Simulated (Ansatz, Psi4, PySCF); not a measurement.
methylamine (CH₅N), singlet, geometry from GFN2-xTB. Base run: B3LYP/STO-3G (PySCF).

Geometry (Å):
```xyz
7

C      0.0602     0.7006    -0.0013
N      0.0397    -0.7517     0.0030
H     -0.9345     1.1694    -0.0180
H     -0.4640    -1.0930     0.8152
H     -0.4391    -1.0982    -0.8220
H      0.5860     1.0429     0.8893
H      0.6129     1.0373    -0.8777
```
Charge 0, spin multiplicity 1.
All else is at PySCF's defaults.

The same geometry, method and basis name were run in Ansatz (a quantum-chemistry and plane-wave program) and Psi4 and PySCF, at each program's defaults and at the settings that a row names. The base is PySCF at its defaults. Differences at the defaults can come from grids, fitting, cores and function types together.

| code and settings | ΔE vs base (µEh) | basis functions | E (Eh) | SCF cycles | dipole (D) |
|---|---|---|---|---|---|
| PySCF, defaults (exact integrals, its default grid, spherical functions) | 0.0 | 15 | -94.63194 | 7 | 1.44 |
| Psi4, defaults (density fitting with its default set, its default grid, spherical functions) | -616 | 15 | -94.63255 | 6 | 1.44 |
| Ansatz, defaults (factorised integrals, its default grid, spherical functions) | -1.1 | 15 | -94.63194 | - | - |
| PySCF, density fitting with def2-universal-jkfit | -613 | 15 | -94.63255 | 7 | 1.44 |
| PySCF, fine grid | -1.5 | 15 | -94.63194 | 7 | 1.44 |
| Psi4, exact integrals, spherical functions, fine grid | -1.4 | 15 | -94.63194 | 8 | 1.44 |
| Ansatz, high accuracy | -1.5 | 15 | -94.63194 | - | - |
